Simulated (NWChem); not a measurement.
Species: Br, doublet

Program: NWChem. Spin-unrestricted. The open p shell is one determinant without spherical averaging. No stability test was run on the SCF state. Fermi-contact couplings, non-relativistic, static geometry.

Q: Estimate the computed values for UHF/def2-TZVP. Quantities: <S²>.

A: 
```
Quantity  Value
--------  -----
<S²>      0.759
```
